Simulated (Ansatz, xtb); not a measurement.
Two isomers of C3H10B2O

We compare X, `BOBC(C)C`, a singlet, with Y, `BCBOCC`, a singlet. Both are isolated molecules in the gas phase, relaxed with PBE0-D3(BJ)/def2-SVP; the shapes shown needn't be the lowest conformers.

X (Å):

```xyz
16

C    -0.1642   -0.3269   -0.0657
C     0.6997   -1.4715    0.4746
C    -1.5112   -0.2339    0.6414
B    -0.4062    3.2337    0.9501
B     0.6561    1.0189   -0.0984
O     0.1592    2.1531    0.4151
H    -1.0966    3.9374    0.2470
H    -0.2043    3.4781    2.1187
H     1.7608    1.0779   -0.5987
H    -0.3428   -0.5410   -1.1410
H     0.9287   -1.3283    1.5438
H     1.6588   -1.5493   -0.0603
H     0.1833   -2.4406    0.3811
H    -2.1470    0.5566    0.2133
H    -2.0706   -1.1810    0.5740
H    -1.3835   -0.0074    1.7130
```

Y (Å):

```xyz
16

C     1.6246    1.6536    0.4836
C    -0.9256   -1.2005    0.9673
C    -2.0850   -1.2092   -0.0020
B     0.9151    2.8202   -0.2431
B     0.4639    0.7835    1.1045
O     0.1107   -0.3622    0.4950
H     0.7603    2.8110   -1.4444
H     0.4441    3.7437    0.3852
H     2.2467    1.0280   -0.1717
H     2.1855    2.0387    1.3536
H    -0.1268    1.1253    2.1120
H    -1.2507   -0.8660    1.9680
H    -0.5049   -2.2140    1.0727
H    -2.8607   -1.9135    0.3342
H    -1.7504   -1.5144   -1.0045
H    -2.5383   -0.2093   -0.0815
```

Quicker runs give these differences E(Y) − E(X): GFN2-xTB +41.6 kcal/mol; HF/STO-3G +34.1 kcal/mol (at GFN2-xTB geometries); r2SCAN-D4/def2-SVP +28.4 kcal/mol (at GFN2-xTB geometries).

Estimate E(Y) − E(X) at the level CCSD(T)/def2-SVP + ΔMP2/def2-TZVPP.

Calculated at CCSD(T)/def2-SVP + ΔMP2/def2-TZVPP: E(Y) − E(X) = +28.5 kcal/mol, so structure X lies lower.

The same difference at several levels:

```csv
level,geometry,E(Y) − E(X) (kcal/mol),departure from the last row (kcal/mol),"job, with rough time for the two"
GFN2-xTB,GFN2-xTB,+41.6,+13.1,"optimisation, 0.26 s"
HF/STO-3G,GFN2-xTB,+34.1,+5.5,"single point, 0.24 s"
r2SCAN-D4/def2-SVP,GFN2-xTB,+28.4,−0.2,"single point, 2.5 s"
PBE0-D3(BJ)/def2-SVP,PBE0-D3(BJ)/def2-SVP,+30.0,+1.5,"optimisation, 42 s"
HF/def2-SVP,PBE0-D3(BJ)/def2-SVP,+29.8,+1.3,part of the CCSD(T) run
MP2/def2-SVP,PBE0-D3(BJ)/def2-SVP,+31.7,+3.1,part of the CCSD(T) run
CCSD(T)/def2-SVP,PBE0-D3(BJ)/def2-SVP,+30.6,+2.1,single point
CCSD(T)/def2-SVP + ΔMP2/def2-TZVPP,PBE0-D3(BJ)/def2-SVP,+28.5,,"single point, 35 s"
```

As drawn, Y has 1 C–B, 1 C–O in place of 1 B–O, 1 C–C.

None of the levels shown reverses the order. The largest departure from CCSD(T)/def2-SVP + ΔMP2/def2-TZVPP is that of GFN2-xTB, 13.1 kcal/mol. The last row adds to CCSD(T) the change of the MP2 difference between the two basis sets, here −2.1 kcal/mol.

With thermal terms from frequencies at re-optimised GFN2-xTB minima (ideal gas, soft modes damped towards free rotors, one conformer each, 298.15 K, 1 atm): the zero-point term adds −1.1 kcal/mol; ΔH is +27.6 and ΔG +26.9 kcal/mol.

The correlated steps freeze 6 core orbitals. Programs: Ansatz 0.2.0, xtb 6.7.1; the last row on 4 threads of Arm Neoverse V2 on a shared host.
